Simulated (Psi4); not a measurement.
C4H9 (SMILES [CH2-]C(C)C), charge -1, singlet, geometry from GFN2-xTB (a gas-phase anion, which may not be bound at this level); CCSD(T)/STO-3G (Psi4).

Input for Psi4:
```
memory 2 GB

molecule mol {
-1 1
C     0.003607    0.072759    0.358527
H     0.014130   -0.024556    1.491846
C     0.001972    1.489052   -0.212949
H    -0.878369    2.022651    0.264792
H     0.894098    2.017892    0.247925
C     1.242518   -0.686502   -0.130181
H     1.272518   -0.673301   -1.219109
H     2.148534   -0.203547    0.235865
H     1.247660   -1.730211    0.209644
C    -1.248439   -0.679813   -0.106477
H    -1.299085   -0.666395   -1.194638
H    -1.252717   -1.723497    0.233437
H    -2.144719   -0.192018    0.276719
}

set {
  basis sto-3g
  reference rhf
}

energy('ccsd(t)')
print_variables()
```

Output, abridged:

```
   => Loading Basis Set <=

    Name: STO-3G
    Role: ORBITAL
    Keyword: BASIS

         ---------------------------------------------------------
                                   SCF
               by Justin Turney, Rob Parrish, Andy Simmonett
                          and Daniel G. A. Smith
                              RHF Reference
         ---------------------------------------------------------

  ==> Geometry <==

    Molecular point group: c1
    Full point group: C1

    Geometry (in Angstrom), charge = -1, multiplicity = 1:

       Center              X                  Y                   Z               Mass
    ------------   -----------------  -----------------  -----------------  -----------------
         C            0.003642709541     0.052366802603     0.368027590994    12.000000000000
         H            0.014165709541    -0.044948197397     1.501346590994     1.007825032230
         C            0.002007709541     1.468659802603    -0.203448409006    12.000000000000
         H           -0.878333290459     2.002258802603     0.274292590994     1.007825032230
         H            0.894133709541     1.997499802603     0.257425590994     1.007825032230
         C            1.242553709541    -0.706894197397    -0.120680409006    12.000000000000
         H            1.272553709541    -0.693693197397    -1.209608409006     1.007825032230
         H            2.148569709541    -0.223939197397     0.245365590994     1.007825032230
         H            1.247695709541    -1.750603197397     0.219144590994     1.007825032230
         C           -1.248403290459    -0.700205197397    -0.096976409006    12.000000000000
         H           -1.299049290459    -0.686787197397    -1.185137409006     1.007825032230
         H           -1.252681290459    -1.743889197397     0.242937590994     1.007825032230
         H           -2.144683290459    -0.212410197397     0.286219590994     1.007825032230

  Running in c1 symmetry.

  Rotational constants: A =      0.27621  B =      0.26951  C =      0.15658 [cm^-1]
  Rotational constants: A =   8280.71621  B =   8079.79406  C =   4694.23178 [MHz]
  Nuclear repulsion =  126.185885691876749

  Charge       = -1
  Multiplicity = 1
  Electrons    = 34
  Nalpha       = 17
  Nbeta        = 17

  ==> Algorithm <==

  SCF Algorithm Type is PK.
  DIIS enabled.
  MOM disabled.
  Fractional occupation disabled.
  Guess Type is SAD.
  Energy threshold   = 1.00e-08
  Density threshold  = 1.00e-08
  Integral threshold = 1.00e-12

  ==> Primary Basis <==

  Basis Set: STO-3G
    Blend: STO-3G
    Number of shells: 21
    Number of basis functions: 29
    Number of Cartesian functions: 29
    Spherical Harmonics?: true
    Max angular momentum: 1

  ==> Integral Setup <==

  Using in-core PK algorithm.
   Calculation information:
      Number of atoms:                  13
      Number of AO shells:              21
      Number of primitives:             63
      Number of atomic orbitals:        29
      Number of basis functions:        29

      Integral cutoff                 1.00e-12
      Number of threads:                 1

  Performing in-core PK
  Using 189660 doubles for integral storage.
  We computed 26100 shell quartets total.
  Whereas there are 26796 unique shell quartets.

  ==> DiskJK: Disk-Based J/K Matrices <==

    J tasked:                  Yes
    K tasked:                  Yes
    wK tasked:                  No
    Schwarz Cutoff:          1E-12

  Minimum eigenvalue in the overlap matrix is 2.0410340777E-01.
  Reciprocal condition number of the overlap matrix is 7.9440696629E-02.
    Using symmetric orthogonalization.

  ==> Pre-Iterations <==

  SCF Guess: Superposition of Atomic Densities via on-the-fly atomic UHF (no occupation information).

   -------------------------
    Irrep   Nso     Nmo
   -------------------------
     A         29      29
   -------------------------
    Total      29      29
   -------------------------

  ==> Iterations <==

                        Total Energy        Delta E     RMS |[F,P]|

   @RHF iter SAD:  -150.86484373119606   -1.50865e+02   0.00000e+00
   @RHF iter   1:  -154.52323063496118   -3.65839e+00   1.00829e-02 DIIS/ADIIS
   @RHF iter   2:  -154.58626151949881   -6.30309e-02   1.91934e-03 DIIS/ADIIS
   @RHF iter   3:  -154.58873773048060   -2.47621e-03   5.09230e-04 DIIS/ADIIS
   @RHF iter   4:  -154.58900510129419   -2.67371e-04   9.07623e-05 DIIS
   @RHF iter   5:  -154.58901279324709   -7.69195e-06   2.26782e-05 DIIS
   @RHF iter   6:  -154.58901337425280   -5.81006e-07   3.06494e-06 DIIS
   @RHF iter   7:  -154.58901338527295   -1.10201e-08   9.12935e-07 DIIS
   @RHF iter   8:  -154.58901338638671   -1.11376e-09   2.20581e-07 DIIS
   @RHF iter   9:  -154.58901338645387   -6.71605e-11   2.44127e-08 DIIS
   @RHF iter  10:  -154.58901338645441   -5.40012e-13   2.97296e-09 DIIS
  Energy and wave function converged.

  ==> Post-Iterations <==

    Orbital Energies [Eh]
    ---------------------

    Doubly Occupied:

[...]
    Virtual:

[...]
    Final Occupation by Irrep:
              A
    DOCC [    17 ]
    NA   [    17 ]
    NB   [    17 ]

  @RHF Final Energy:  -154.58901338645441

   => Energetics <=

    Nuclear Repulsion Energy =            126.1858856918767486
    One-Electron Energy =                -467.0832127376710332
    Two-Electron Energy =                 186.3083136593398592
    Total Energy =                       -154.5890133864544111

Computation Completed

Properties will be evaluated at   0.000000,   0.000000,   0.000000 [a0]

Properties computed using the SCF density matrix

 Multipole Moments:

 ------------------------------------------------------------------------------------
     Multipole            Electronic (a.u.)      Nuclear  (a.u.)        Total (a.u.)
 ------------------------------------------------------------------------------------

 L = 1.  Multiply by 2.5417464519 to convert [e a0] to [Debye]
[...]
	Total:                                     0.042 (MW) /      0.333 (MB)

	Nuclear Rep. energy          =    126.18588569187675
	SCF energy                   =   -154.58901338645441
	One-electron energy          =   -467.08321263378548
	Two-electron energy          =    186.30831355545388
	Reference energy             =   -154.58901338645484

            **************************
            *                        *
            *        CCENERGY        *
            *                        *
            **************************

    Nuclear Rep. energy (wfn)     =  126.185885691876749
    SCF energy          (wfn)     = -154.589013386454411
    Reference energy    (file100) = -154.589013386454837

    Input parameters:
    -----------------
    Wave function   =     CCSD_T
    Reference wfn   =     RHF
    Brueckner       =     No
    Maxiter         =     50
    R_Convergence   =     1.0e-07
    E_Convergence   =     1.0e-06
    Restart         =     Yes
    DIIS            =     Yes
    AO Basis        =     NONE
    ABCD            =     NEW
    Cache Level     =     2
    Cache Type      =     LOW
    Print Level     =     1
    Num. of threads =     1
    # Amps to Print =     10
    Print MP2 Amps? =     No
    Analyze T2 Amps =     No
    Print Pair Ener =     No
    Local CC        =     No
    SCS-MP2         =     False
    SCSN-MP2        =     False
    SCS-CCSD        =     False

MP2 correlation energy -0.1984591323409954
                Solving CC Amplitude Equations
                ------------------------------
  Iter             Energy              RMS        T1Diag      D1Diag    New D1Diag    D2Diag
  ----     ---------------------    ---------   ----------  ----------  ----------   --------
     0        -0.198459132340995    0.000e+00    0.000000    0.000000    0.000000    0.087394
     1        -0.243229768621371    7.497e-02    0.002503    0.011578    0.011578    0.107757
     2        -0.263946524549772    2.702e-02    0.003698    0.017289    0.017289    0.119658
     3        -0.264936107391124    4.388e-03    0.004015    0.019369    0.019369    0.120671
     4        -0.265163690058999    1.670e-03    0.004134    0.020165    0.020165    0.120959
     5        -0.265173858397653    4.474e-04    0.004181    0.020476    0.020476    0.120950
     6        -0.265169676955900    1.230e-04    0.004194    0.020555    0.020555    0.120939
     7        -0.265167860904938    5.263e-05    0.004201    0.020602    0.020602    0.120933
     8        -0.265167867511271    1.721e-05    0.004203    0.020617    0.020617    0.120932
     9        -0.265167743559238    4.718e-06    0.004204    0.020620    0.020620    0.120932
    10        -0.265167645063151    1.639e-06    0.004204    0.020621    0.020621    0.120931
    11        -0.265167661642986    4.369e-07    0.004204    0.020621    0.020621    0.120931
    12        -0.265167681548997    1.518e-07    0.004204    0.020621    0.020621    0.120931
    13        -0.265167693317314    5.044e-08    0.004204    0.020621    0.020621    0.120931

    Iterations converged.

    Largest TIA Amplitudes:
             16   6        -0.0116634370
             16   0         0.0113446342
             16  10         0.0098059736
             14  11        -0.0057929783
             13   0        -0.0046190364
             15   9         0.0040543796
              7  10         0.0038628778
              8   0        -0.0038321559
             12   2         0.0037646458
             10   2         0.0037224007

    Largest TIjAb Amplitudes:
     15  15   9   9        -0.0509003099
     14  14  11  11        -0.0413973673
     13  13   0   0        -0.0396892257
     12  12   2   2        -0.0391176804
     15  15  10  10        -0.0331405210
     11  11   4   4        -0.0312098309
     16  16   9   9        -0.0307242401
      9   9   1   1        -0.0261226956
     10  10   1   1        -0.0241176672
     11  11   5   5        -0.0238002422

    SCF energy       (wfn)                    = -154.589013386454411
    Reference energy (file100)                = -154.589013386454837

    Opposite-spin MP2 correlation energy      =   -0.178361807044205
    Same-spin MP2 correlation energy          =   -0.020097325296790
    Singles MP2 correlation energy            =   -0.000000000000000
    MP2 correlation energy                    =   -0.198459132340995
      * MP2 total energy                      = -154.787472518795823

    Opposite-spin CCSD correlation energy     =   -0.248070636656153
    Same-spin CCSD correlation energy         =   -0.017097056661161
    Singles CCSD correlation energy           =    0.000000000000000
    CCSD correlation energy                   =   -0.265167693317314
      * CCSD total energy                     = -154.854181079772161

            **************************
            *                        *
            *        CCTRIPLES       *
            *                        *
            **************************

    Wave function   =    CCSD_T
    Reference wfn   =      RHF

    Nuclear Rep. energy (wfn)                =  126.185885691876749
    SCF energy          (wfn)                = -154.589013386454411
    Reference energy    (file100)            = -154.589013386454837
    CCSD energy         (file100)            =   -0.265167693317314
    Total CCSD energy   (file100)            = -154.854181079772161

    Number of ijk index combinations:              969
    Approx. words needed per explicit thread:            6912
    Number of threads for explicit ijk threading:    1

    MKL num_threads set to 1 for explicit threading.

    (T) energy                                =   -0.001826204742593
      * CCSD(T) total energy                  = -154.856007284514732

  Variable Map:
  ----------------------------------------------------------------------------
[...]
  Array Variable Map:
  ----------------------------------------------------------------------------
[...]
[...]
```
